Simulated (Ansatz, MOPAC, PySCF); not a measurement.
Species: CH4BO2 (charge -1, singlet). SMILES: CB([O-])O
Geometry: optimised at B3LYP-D3(BJ)/def2-TZVP (Ansatz, a program for electronic structure).

Unscaled harmonic wavenumbers (cm⁻¹) in rising order, each level at the stationary point that it reaches from this structure (no distance between atoms moves by over 0.3 Å); the order of modes can differ between levels, and a negative number is imaginary. B3LYP-D3(BJ)/def2-TZVP (PySCF, at the structure above): 72, 329, 454, 459, 590, 707, 822, 898, 999, 1118, 1275, 1463, 1472, 1559, 2976, 3015, 3062, 3777.

PM3 (MOPAC): 27, 345, 409, 439, 492, 792, 833, 882, 1032, 1088, 1309, 1421, 1423, 1759, 3083, 3086, 3193, 3922. Zero-point energy 36.5 against 35.8 kcal/mol; where all levels lie over 400 cm⁻¹, the wavenumbers are on average 1.010 times those of B3LYP-D3(BJ)/def2-TZVP.

PM7 (MOPAC): 23, 282, 388, 404, 482, 753, 799, 845, 958, 1114, 1245, 1316, 1320, 1456, 2691, 2696, 2767, 2825. Zero-point energy 32.0 against 35.8 kcal/mol; where all levels lie over 400 cm⁻¹, the wavenumbers are on average 0.919 times those of B3LYP-D3(BJ)/def2-TZVP.

HF/3-21G (Ansatz): 84, 356, 488, 500, 598, 758, 920, 996, 1114, 1257, 1445, 1645, 1654, 1746, 3125, 3159, 3196, 3860. Zero-point energy 38.5 against 35.8 kcal/mol; where all levels lie over 400 cm⁻¹, the wavenumbers are on average 1.087 times those of B3LYP-D3(BJ)/def2-TZVP.

HF/6-31G* (Ansatz): 74, 345, 486, 495, 640, 747, 892, 981, 1105, 1220, 1436, 1618, 1627, 1726, 3129, 3159, 3204, 4096. Zero-point energy 38.6 against 35.8 kcal/mol; where all levels lie over 400 cm⁻¹, the wavenumbers are on average 1.085 times those of B3LYP-D3(BJ)/def2-TZVP.
